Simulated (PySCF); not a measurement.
One molecule, many functionals

C3H5GeNO.
SMILES with atom numbers: `[GeH3:1][c:2]1[cH:3][cH:4][n:5][o:6]1` (hydrogens: H7, H8, H9 on Ge1; H10 on C3; H11 on C4)

Linear-response calculations in the def2-SVPD basis (PySCF; singlets by full response, triplets Tamm–Dancoff, core orbitals frozen in the response; HF means time-dependent Hartree–Fock). 'Strongest' is the level of largest summed f among the singlets computed (10 roots, of which the last may lack a degenerate partner); it can jump between rows when another state enters that window. S1 is the lowest singlet of each run and needn't be the same state throughout; f(S1) is that of one state. Isolated species at its PBE0-D3(BJ)/def2-SVP geometry, gas phase. Relativistic effects, spin–orbit coupling among them, are left out although an element past zinc is present.

```tsv
functional	kind	S1 (eV)	f(S1)	strongest (eV)	T1 (eV)	HOMO (eV)	gap (eV)	ionisation energy, ΔSCF (eV)
LDA	LDA	5.60	0.003	6.03	4.44	-6.92	4.93	9.90
PBE	GGA	5.69	0.003	6.03	4.28	-6.72	4.95	9.67
B3LYP	global hybrid, 20% exact exchange	6.12	0.004	6.18	4.19	-7.59	6.50	9.78
PBE0	global hybrid, 25% exact exchange	6.24	0.004	6.29	4.16	-7.81	6.95	9.77
BHandHLYP	global hybrid, 50% exact exchange	6.33	0.261	6.33	4.00	-8.73	8.87	9.61
CAM-B3LYP	range-separated hybrid	6.33	0.257	6.33	4.17	-9.10	9.35	9.86
wB97X-D	range-separated hybrid	6.36	0.260	6.36	4.28	-9.63	10.55	9.84
HF	Hartree–Fock	6.31	0.242	6.31	3.46	-10.06	12.07	not settled
```

Q: What does LC-wPBE (range-separated hybrid) give?

A: S1 (eV) 6.50, f(S1) 0.262, strongest (eV) 6.50, T1 (eV) 4.15, HOMO (eV) -10.45, gap (eV) 11.84, ionisation energy, ΔSCF (eV) 9.96. S1 runs from 5.60 eV (LDA) to 6.50 eV (LC-wPBE), a spread of 0.90 eV, while the orbital gap spreads over 7.1 eV. −ε(HOMO) comes closest to its own ΔSCF ionisation energy with wB97X-D (-0.21 eV) and misses most with LDA (-2.98 eV). 'Not settled' means that the ion's SCF failed to converge or may have ended in another state than the lowest.
